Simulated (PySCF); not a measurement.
PySCF job for C3H9FSi2, SMILES F[SiH2]C1([SiH3])CC1, ωB97X-D3(BJ)/def2-SVP. 

```python
import numpy as np
from pyscf import gto, scf, dft
import os
os.environ['JAX_PLATFORMS'] = 'cpu'
from ase import Atoms, units
from ase.calculators.calculator import Calculator, all_changes
from sella import Sella

mol = gto.M(
    atom='''
    F     2.09610080    0.52461256    0.87045965
    Si    1.04045708   -0.69525408    0.86404889
    C    -0.37842191   -0.22580691   -0.27713737
    Si   -1.08988456    1.52232898   -0.11399998
    C    -1.35316504   -1.32743186   -0.62611583
    C    -0.39863503   -0.84323182   -1.65747050
    H     0.61856442   -0.82597759    2.25209590
    H     1.80802390   -1.83564079    0.38018118
    H    -2.17372654    1.67358849   -1.09187053
    H    -1.63076222    1.68632523    1.23811906
    H    -0.04692245    2.51017059   -0.38293732
    H    -2.39805672   -1.07407476   -0.73663678
    H    -1.19669743   -2.30979714   -0.20245954
    H    -0.78658587   -0.25384492   -2.47626269
    H     0.41457222   -1.49248749   -1.95070860
    ''',
    basis='def2-SVP',
    charge=0,
    spin=0,
    max_memory=1600,
    verbose=3,
)
mf = dft.RKS(mol, xc='wb97x-d3bj').density_fit(auxbasis='def2-universal-jkfit')
mf.grids.level = 3
mf.conv_tol = 1e-9
mf.max_cycle = 100
mf.kernel()
grad = mf.nuc_grad_method()
grad.grid_response = mol.nao <= 150
scan = grad.as_scanner()
scan.verbose = scan.base.verbose = 0
class SCF(Calculator):
    implemented_properties = ['energy', 'forces']
    def calculate(self, atoms=None, properties=None, system_changes=all_changes):
        super().calculate(atoms, properties, system_changes)
        e, g = scan(mol.set_geom_(self.atoms.positions, unit='Angstrom', inplace=False))
        assert scan.converged
        self.results = {'energy': float(e) * units.Hartree, 'forces': -np.asarray(g) * units.Hartree / units.Bohr}
atoms = Atoms(mol.elements, mol.atom_coords(unit='Angstrom'), calculator=SCF())
conv = Sella(atoms, order=0, internal=True, allow_fragments=True).run(fmax=0.002, steps=150)
mol_eq = mol.set_geom_(atoms.positions, unit='Angstrom', inplace=False)
print(mol_eq.tostring(format='xyz'))
mf.reset(mol_eq)
mf.verbose = 3
mf.kernel()
```

Output:

```
converged SCF energy = -798.371122141671
     Step          Energy         fmax         cmax       rtrust          rho
Sella   0   -21724.784795       1.1565       0.0000       0.1000       1.0000
Sella   1   -21724.892977       1.1565       0.0000       0.1000       1.2560
Sella   2   -21724.911461       0.5035       0.0000       0.1000       1.1389
Sella   3   -21724.913399       0.1548       0.0000       0.1000       1.4105
Sella   4   -21724.914310       0.0685       0.0000       0.1000       1.1980
Sella   5   -21724.914475       0.0501       0.0000       0.1000       1.3776
Sella   6   -21724.914557       0.0375       0.0000       0.1000       1.3120
Sella   7   -21724.914589       0.0147       0.0000       0.1000       1.3619
Sella   8   -21724.914602       0.0076       0.0000       0.1000       1.2715
Sella   9   -21724.914606       0.0083       0.0000       0.1000       1.3242
Sella  10   -21724.914607       0.0038       0.0000       0.1000       1.3299
15
XYZ from PySCF
F           2.17441256        0.46430875        0.82789376
Si          1.00218603       -0.67136090        0.86825161
C          -0.36512891       -0.20262040       -0.28155897
Si         -1.09328743        1.50881665       -0.09888900
C          -1.30362191       -1.34526933       -0.65222699
C          -0.35682300       -0.81158433       -1.67466665
H           0.52584770       -0.74569026        2.27603467
H           1.59198348       -1.97128209        0.43944220
H          -2.31070415        1.59768121       -0.96198024
H          -1.47900056        1.76267710        1.32110633
H          -0.11859474        2.55384301       -0.52334643
H          -2.37018541       -1.12015436       -0.75722085
H          -1.10263593       -2.33898640       -0.23416269
H          -0.76768310       -0.21422234       -2.49591275
H           0.49809602       -1.43267781       -1.96345847
converged SCF energy = -798.375892634543
```

Self-consistency was reached.
